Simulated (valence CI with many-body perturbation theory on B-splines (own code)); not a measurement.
## E1 transitions of Cl10+

Level of theory: valence CI with perturbative core correlation (CI+MBPT): five valence electrons over a frozen Dirac-Fock core [He], radial functions for each j: 9 s, 9 p, 8 d, 6 f, 3 g, 1 h, with the one-electron correlation potential Σ1, the two-electron term Σ2, the three-electron term Σ3, Breit, model QED; selected CI, second order for the rest, scaled by the run's own slope (own B-spline code, finite nucleus).

No measured spectrum was set against this ion. As an estimate, levels of excited configurations hold to 0.05 to 0.15 % of their energy, terms of the ground configuration to about 0.5 %. Among the levels kept, up to 2400 cm⁻¹ of a level comes from second order outside the variational space, and about a tenth of that is noise between levels of different J, which matters for small intervals.

Lines 101 to 150 of 259 in falling wavelength, among levels below 2832100 cm⁻¹, chosen from the strongest by gf and those to the six lowest levels. Wavelengths and rates use the calculated energies, so an error of 400 cm⁻¹ moves a line at 25.82 nm by 0.1 % and its rate by three times that or more. Electric multipoles are in the length gauge, E1 and E2 with the static RPA response of the core. Weak lines are less certain than strong ones. Lines between different terms over intervals too small for the method are left out, as are lines whose strength nearly cancels.

Letters in brackets count levels of one name in rising energy.

```csv
λ vac (nm),Upper,Lower,A (s⁻¹),S (a.u.) with core polarisation,S without
25.82,2p5 2P°_3/2,2s 2p4 2P_3/2,1.31e+10,4.46e-01,4.48e-01
25.63,2p5 2P°_1/2,2s 2p4 2P_1/2,1.20e+10,1.99e-01,2.00e-01
24.86,2p5 2P°_1/2,2s 2p4 2P_3/2,6.91e+09,1.05e-01,1.05e-01
24.27,2s 2p4 4P_5/2,2s2 2p3 4S°_3/2,5.58e+09,2.36e-01,2.37e-01
24.01,2p5 2P°_3/2,2s 2p4 2S_1/2,2.15e+09,5.87e-02,5.90e-02
23.73,2s 2p4 4P_3/2,2s2 2p3 4S°_3/2,5.99e+09,1.58e-01,1.59e-01
23.48,2s 2p4 4P_1/2,2s2 2p3 4S°_3/2,6.23e+09,7.96e-02,8.00e-02
23.46,2s 2p4 2D_5/2,2s2 2p3 2P°_3/2,2.40e+09,9.19e-02,9.24e-02
23.31,2s 2p4 2D_3/2,2s2 2p3 2P°_1/2,1.56e+09,3.90e-02,3.92e-02
21.00,2s 2p4 2D_3/2,2s2 2p3 2D°_5/2,8.41e+08,1.54e-02,1.54e-02
20.98,2s 2p4 2D_5/2,2s2 2p3 2D°_5/2,1.23e+10,3.37e-01,3.39e-01
20.91,2s 2p4 2D_3/2,2s2 2p3 2D°_3/2,1.33e+10,2.39e-01,2.40e-01
20.89,2s 2p4 2D_5/2,2s2 2p3 2D°_3/2,2.82e+08,7.62e-03,7.66e-03
19.56,2p5 2P°_3/2,2s 2p4 2D_5/2,1.93e+10,2.86e-01,2.87e-01
19.55,2p5 2P°_3/2,2s 2p4 2D_3/2,3.09e+09,4.56e-02,4.58e-02
19.19,2s 2p4 2S_1/2,2s2 2p3 2P°_3/2,1.17e+10,8.17e-02,8.20e-02
19.08,2s 2p4 2S_1/2,2s2 2p3 2P°_1/2,1.27e+10,8.69e-02,8.73e-02
18.99,2p5 2P°_1/2,2s 2p4 2D_3/2,2.16e+10,1.46e-01,1.47e-01
18.18,2s 2p4 2P_3/2,2s2 2p3 2P°_3/2,7.99e+09,9.47e-02,9.52e-02
18.08,2s 2p4 2P_3/2,2s2 2p3 2P°_1/2,2.60e+09,3.03e-02,3.05e-02
17.79,2s 2p4 2P_1/2,2s2 2p3 2P°_3/2,1.95e+10,1.08e-01,1.09e-01
17.69,2s 2p4 2P_1/2,2s2 2p3 2P°_1/2,5.49e+09,3.00e-02,3.02e-02
17.44,2s 2p4 2S_1/2,2s2 2p3 2D°_3/2,5.19e+09,2.72e-02,2.73e-02
16.65,2s 2p4 2P_3/2,2s2 2p3 2D°_5/2,4.26e+10,3.88e-01,3.90e-01
16.60,2s 2p4 2P_3/2,2s2 2p3 2D°_3/2,7.37e+09,6.65e-02,6.69e-02
16.27,2s 2p4 2P_1/2,2s2 2p3 2D°_3/2,3.47e+10,1.48e-01,1.48e-01
15.10,2s 2p4 2S_1/2,2s2 2p3 4S°_3/2,3.81e+07,1.29e-04,1.30e-04
15.00,2p5 2P°_3/2,2s 2p4 4P_5/2,9.23e+07,6.15e-04,6.17e-04
14.46,2s 2p4 2P_3/2,2s2 2p3 4S°_3/2,1.06e+08,6.32e-04,6.35e-04
4.615,2s2 2p2 3p 4D°_3/2,2s 2p4 4P_5/2,2.51e+08,4.86e-05,4.83e-05
4.587,2s2 2p2 3p 4P°_3/2,2s 2p4 4P_5/2,7.96e+09,1.52e-03,1.51e-03
4.586,2s2 2p2 3p 4D°_7/2,2s 2p4 4P_5/2,4.32e+08,1.64e-04,1.65e-04
4.577,2s2 2p2 3p 4P°_5/2,2s 2p4 4P_5/2,6.26e+09,1.78e-03,1.77e-03
4.560,2s2 2p2 3p 2D°_3/2 [a],2s 2p4 4P_5/2,5.80e+08,1.09e-04,1.08e-04
4.538,2s2 2p2 3p 2D°_5/2 [a],2s 2p4 4P_5/2,8.92e+08,2.47e-04,2.46e-04
4.537,2s2 2p2 3p 4S°_3/2,2s 2p4 4P_5/2,2.80e+10,5.16e-03,5.14e-03
4.432,2s 2p3 3s 6S°_5/2,2s 2p4 4P_5/2,1.78e+08,4.60e-05,4.58e-05
4.356,2s2 2p2 3p 2P°_3/2 [b],2s 2p4 4P_5/2,9.79e+08,1.60e-04,1.59e-04
4.333,2s 2p3 3s 4S°_3/2,2s 2p4 4P_1/2,5.27e+10,8.47e-03,8.43e-03
4.324,2s 2p3 3s 4S°_3/2,2s 2p4 4P_3/2,1.07e+11,1.70e-02,1.69e-02
4.311,2s2 2p2 3s 4P_1/2,2s2 2p3 2P°_3/2,5.80e+08,4.59e-05,4.57e-05
4.307,2s 2p3 3s 4S°_3/2,2s 2p4 4P_5/2,1.71e+11,2.69e-02,2.68e-02
4.299,2s2 2p2 3s 4P_3/2,2s2 2p3 2P°_3/2,7.59e+08,1.19e-04,1.18e-04
4.294,2s2 2p2 3s 4P_3/2,2s2 2p3 2P°_1/2,1.51e+08,2.36e-05,2.35e-05
4.286,2s2 2p2 3p 2P°_3/2 [c],2s 2p4 4P_5/2,9.01e+08,1.40e-04,1.39e-04
4.259,2s2 2p2 3s 2P_1/2,2s2 2p3 2P°_3/2,2.51e+10,1.91e-03,1.90e-03
4.254,2s2 2p2 3s 2P_1/2,2s2 2p3 2P°_1/2,1.20e+11,9.11e-03,9.07e-03
4.241,2s2 2p2 3s 2P_3/2,2s2 2p3 2P°_3/2,1.55e+11,2.34e-02,2.33e-02
4.236,2s2 2p2 3s 2P_3/2,2s2 2p3 2P°_1/2,4.95e+10,7.42e-03,7.39e-03
4.216,2s2 2p2 3s 4P_1/2,2s2 2p3 2D°_3/2,4.24e+09,3.13e-04,3.12e-04
```
